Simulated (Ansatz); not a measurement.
CHBOS (`S=C1BO1`). Total charge 0; spin multiplicity 1. Geometry: relaxed with PBE0-D4/def2-TZVP.

```xyz
5

S    -1.280   -1.553   -1.025
C    -0.384   -0.476   -0.289
B     0.438    0.410    0.566
O     0.200    0.747   -0.731
H     1.025    0.872    1.480
```

Task: What is the dipole moment at B3LYP/def2-TZVPP? (An estimate is asked.)

Result: Ansatz gave: 2.27 D, with components (1.14, 0.91, 1.73) D in this frame, pointing from negative to positive charge.

Task: And with PBE, r2SCAN, ωB97M-V? (Best estimate.)

Result: The calculation gave: PBE 2.09 D, r2SCAN 2.27 D, ωB97M-V 2.30 D.

Task: Give the Mulliken charges with B3LYP, ωB97M-V, r2SCAN in def2-TZVPP. (Estimate.)

Result: The calculation gave: 
```tsv
atom	B3LYP	ωB97M-V	r2SCAN
S1	-0.16	-0.12	-0.14
C2	0.30	0.26	0.26
B3	-0.06	-0.08	0.00
O4	-0.16	-0.17	-0.16
H5	0.08	0.12	0.05
```

B3LYP here is the variant with VWN-RPA as its local correlation; programs differ in this.
